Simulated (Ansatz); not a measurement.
Input file for Ansatz (a program for electronic structure): R-PBE0/def2-TZVPP on H3ISiSn (SMILES [SiH3][Sn][I]), a point of a torsion scan. Elements past Kr take the def2 small-core potentials; no spin–orbit coupling.

Ansatz 0.2 input:
```yaml
crystal:
  periodic: [false, false, false]
  atoms:
    - {symbol: Si, position_ang: [-0.77900579, 0.00885314, -0.03027585]}
    - {symbol: Sn, position_ang: [1.41738939, 1.47121465, 0.13879694]}
    - {symbol: I, position_ang: [3.12053662, -0.27287627, -1.05990761]}
    - {symbol: H, position_ang: [-1.08668426, -0.67933174, 1.23918781]}
    - {symbol: H, position_ang: [-1.98466326, 0.81954463, -0.29501555]}
    - {symbol: H, position_ang: [-0.81559713, -1.04730366, -1.05256001]}
basis:
  gaussian:
    orbitals: def2-TZVPP
hamiltonian:
  xc: {name: PBE0}
scf: {lower_state_search: off}
```

Q: What total energy does the run end on?

A: -803.2528 hartree.
